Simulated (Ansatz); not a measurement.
Species: CH2NS, charge 0, multiplicity 2. It need not be the lowest isomer of its formula. SMILES: N[C]=S
Geometry from a B3LYP-D3(BJ)/def2-TZVP (Ansatz, a first-principles code) optimisation:
```xyz
5

C      0.0343    -0.5792    -0.1118
N     -1.1545    -1.1053     0.0715
S      0.6961     0.8659    -0.0074
H     -1.3063    -2.0909    -0.0695
H     -1.9562    -0.5513     0.3579
```
Charge 0, spin multiplicity 2.

Property: atomisation energy (electronic, to ground-state atoms), in eV. Cores are frozen in the correlated levels unless marked. UHF or UKS for open shells. Spin-orbit coupling is left out. No relativistic terms. The coupled-cluster limit lacks core correlation, which all-electron functionals hold. CBS(X,Y): correlation extrapolated as X^-3; Hartree-Fock from the larger set. [CCSD(T)-MP2]/basis is that difference in the basis named.

```tsv
level	program	atomisation energy (eV)	minus last row
HF/6-31G	Ansatz	9.29	-8.71
HF/6-31G*	Ansatz	10.96	-7.04
PBE-D4/def2-TZVPD	Ansatz + dftd4	19.23	1.23
RI-MP2/aug-cc-pV(Q+d)Z	Ansatz	18.22	0.22
CCSD/STO-3G	Ansatz	14.71	-3.29
RI-MP2/CBS(cc-pV(T+d)Z,cc-pV(Q+d)Z)+[CCSD(T)-MP2]/cc-pV(D+d)Z	Ansatz	18.00	0.00
RI-MP2/CBS(aug-cc-pV(T+d)Z,aug-cc-pV(Q+d)Z)+[CCSD(T)-MP2]/aug-cc-pV(T+d)Z	Ansatz	18.00	0.00
```
